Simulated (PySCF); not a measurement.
BaF2, triplet, at the geometry of the source list (a higher spin typed on purpose: for a closed-shell molecule this is an excited state) (core potentials on Ba); PBE0/def2-SVP run with PySCF.

The PySCF input:
```python
from pyscf import gto, scf, dft

mol = gto.M(
    atom='''
Ba   -0.000000   -0.000000   -0.000000
F    -0.264400    1.573900   -1.383100
F     0.264400   -1.573900    1.383100
''',
    basis='def2-svp',
    ecp={'Ba': 'def2-svp'},
    charge=0,
    spin=2,
    verbose=4,
)

mf = dft.UKS(mol)
mf.xc = 'pbe0'
mf.init_guess = 'mod_huckel'
mf.kernel()
```

It wrote (shortened):

```
PySCF version 2.14.0

[INPUT] verbose = 4
[INPUT] num. atoms = 3
[INPUT] num. electrons = 28
[INPUT] charge = 0
[INPUT] spin (= nelec alpha-beta = 2S) = 2
[INPUT] symmetry False subgroup None
[INPUT] Mole.unit = angstrom
[INPUT] Symbol           X                Y                Z      unit          X                Y                Z       unit  Magmom
[INPUT]  1 Ba     0.000000000000   0.000000000000   0.000000000000 AA    0.000000000000   0.000000000000   0.000000000000 Bohr   0.0
[INPUT]  2 F     -0.264400000000   1.573900000000  -1.383100000000 AA   -0.499643587335   2.974239947453  -2.613680202886 Bohr   0.0
[INPUT]  3 F      0.264400000000  -1.573900000000   1.383100000000 AA    0.499643587335  -2.974239947453   2.613680202886 Bohr   0.0

nuclear repulsion = 55.2510623967334
number of shells = 21
number of NR pGTOs = 97
number of NR cGTOs = 51
basis = def2-svp
ecp = {'Ba': 'def2-svp'}

******** <class 'pyscf.dft.uks.UKS'> ********
method = UKS
initial guess = mod_huckel
damping factor = 0
level_shift factor = 0
DIIS = <class 'pyscf.scf.diis.CDIIS'>
diis_start_cycle = 1
diis_space = 8
diis_damp = 0
SCF conv_tol = 1e-09
SCF conv_tol_grad = None
SCF max_cycles = 50
direct_scf = True
direct_scf_tol = 1e-13
number electrons alpha = 15  beta = 13
XC library pyscf.dft.libxc version 7.1.2
    S. Lehtola, C. Steigemann, M. J. T. Oliveira, and M. A. L. Marques,  SoftwareX 7, 1–5 (2018)
XC functionals = pbe0
    C. Adamo and V. Barone,  J. Chem. Phys. 110, 6158 (1999)
    M. Ernzerhof and G. E. Scuseria,  J. Chem. Phys. 110, 5029 (1999)
radial grids:
    Treutler-Ahlrichs [JCP 102, 346 (1995); DOI:10.1063/1.469408] (M4) radial grids

becke partition: Becke, JCP 88, 2547 (1988); DOI:10.1063/1.454033
pruning grids: <function nwchem_prune>
grids dens level: 3
symmetrized grids: False
atomic radii adjust function: <function treutler_atomic_radii_adjust>
small_rho_cutoff = 0
Set gradient conv threshold to 3.16228e-05
Initial guess from on-the-fly Huckel, doi:10.1021/acs.jctc.8b01089,
employing the updated GWH rule from doi:10.1021/ja00480a005.
Spherically averaged atomic HF for {'F', 'Ba'}

******** <class 'pyscf.scf.atom_hf.AtomSphAverageRHF'> ********
method = AtomSphAverageRHF
initial guess = minao
damping factor = 0
level_shift factor = 0
DIIS = <class 'pyscf.scf.diis.CDIIS'>
diis_start_cycle = 1
diis_space = 8
diis_damp = 0
SCF conv_tol = 1e-09
SCF conv_tol_grad = None
SCF max_cycles = 50
direct_scf = True
direct_scf_tol = 1e-13
atom = Ba
Set gradient conv threshold to 3.16228e-05
Initial guess from minao.
init E= -15.0430766067753
cycle= 1 E= -25.0649409208789  delta_E=  -10  |g|=    0  |ddm|= 1.97
cycle= 2 E= -25.0706491341889  delta_E= -0.00571  |g|=    0  |ddm|= 0.829
cycle= 3 E= -25.0708609975028  delta_E= -0.000212  |g|=    0  |ddm|= 0.208
cycle= 4 E= -25.0708946031784  delta_E= -3.36e-05  |g|=    0  |ddm|= 0.112
cycle= 5 E= -25.0708946845249  delta_E= -8.13e-08  |g|=    0  |ddm|= 0.00369
cycle= 6 E= -25.0708946857263  delta_E= -1.2e-09  |g|=    0  |ddm|= 0.000667
cycle= 7 E= -25.0708946857263  delta_E= 1.07e-14  |g|=    0  |ddm|= 2.83e-06
Extra cycle  E= -25.0708946857263  delta_E= -2.13e-14  |g|=    0  |ddm|= 1.41e-07
Atomic HF for atom  Ba  converged. SCF energy = -25.0708946857263

******** <class 'pyscf.scf.atom_hf.AtomSphAverageRHF'> ********
method = AtomSphAverageRHF
initial guess = minao
damping factor = 0
level_shift factor = 0
DIIS = <class 'pyscf.scf.diis.CDIIS'>
diis_start_cycle = 1
diis_space = 8
diis_damp = 0
SCF conv_tol = 1e-09
SCF conv_tol_grad = None
SCF max_cycles = 50
direct_scf = True
direct_scf_tol = 1e-13
atom = F
Set gradient conv threshold to 3.16228e-05
Initial guess from minao.
init E= -98.9113963755293
cycle= 1 E= -98.9346675575403  delta_E= -0.0233  |g|=    0  |ddm|= 0.0412
cycle= 2 E= -98.9346901743181  delta_E= -2.26e-05  |g|=    0  |ddm|= 0.0116
cycle= 3 E= -98.9346927658266  delta_E= -2.59e-06  |g|=    0  |ddm|= 0.00242
cycle= 4 E= -98.934692951315  delta_E= -1.85e-07  |g|=    0  |ddm|= 0.000958
cycle= 5 E= -98.9346929513237  delta_E= -8.75e-12  |g|=    0  |ddm|= 5.23e-06
Extra cycle  E= -98.9346929513238  delta_E= -8.53e-14  |g|=    0  |ddm|= 3.55e-09
Atomic HF for atom  F  converged. SCF energy = -98.9346929513238

tot grids = 52448
init E= -224.509464500832

cycle= 1 E= -224.469219637901  delta_E= 0.0402  |g|= 0.847  |ddm|=  1.4

cycle= 2 E= -224.285774052143  delta_E= 0.183  |g|= 1.12  |ddm|= 1.34

cycle= 3 E= -224.729553950588  delta_E= -0.444  |g|= 0.0304  |ddm|= 0.74

cycle= 4 E= -224.730100313562  delta_E= -0.000546  |g|= 0.00662  |ddm|= 0.0448

cycle= 5 E= -224.730120675167  delta_E= -2.04e-05  |g|= 0.00124  |ddm|= 0.0128

cycle= 6 E= -224.730122388836  delta_E= -1.71e-06  |g|= 0.000173  |ddm|= 0.00397

cycle= 7 E= -224.730122419084  delta_E= -3.02e-08  |g|= 2.62e-05  |ddm|= 0.000643

cycle= 8 E= -224.730122419762  delta_E= -6.78e-10  |g|= 3.16e-06  |ddm|= 7.46e-05

Extra cycle  E= -224.730122419782  delta_E= -1.96e-11  |g|= 2.47e-06  |ddm|= 1.68e-05
converged SCF energy = -224.730122419782  <S^2> = 2.0070544  2S+1 = 3.0046993
```
